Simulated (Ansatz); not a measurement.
Species: BiCl$_{2}$ (charge +1, singlet). 
Coordinates optimised at B3LYP-D3(BJ)/def2-TZVP (Ansatz, an electronic-structure program):
```xyz
3

Bi     0.0250     0.0090     0.4433
Cl     0.9344    -1.5294    -1.1076
Cl    -1.0563     1.4854    -1.0567
```
Charge +1, spin multiplicity 1.

Basis-set convergence of Hartree-Fock and CCSD(T) correlation energies (hartree) with Ansatz. Cores are frozen in the correlated levels unless marked. Spin-orbit coupling is left out. The frozen core is the preceding noble-gas configuration, with the filled d and f shells of earlier blocks. In def2 rows, elements after Kr have scalar-relativistic effective core potentials.

| basis | functions | E(HF) | E(corr, CCSD(T)) | rough core time |
|---|---|---|---|---|
| def2-SVPD | 86 | -1132.05969 | -0.40151 | under 20 s |
| def2-TZVPPD | 158 | -1132.37818 | -0.52402 | under 20 s |
| def2-QZVPPD | 246 | -1132.40593 | -0.56769 | 40 s |

Extrapolating the two largest sets (X = 3 and 4) as X^-3: E(corr) = (64·(-0.56769) - 27·(-0.52402))/37 = -0.5996 Eh, an estimate of the basis-set limit. The largest set recovers 94.7 % of it, the smallest 67.0 %.
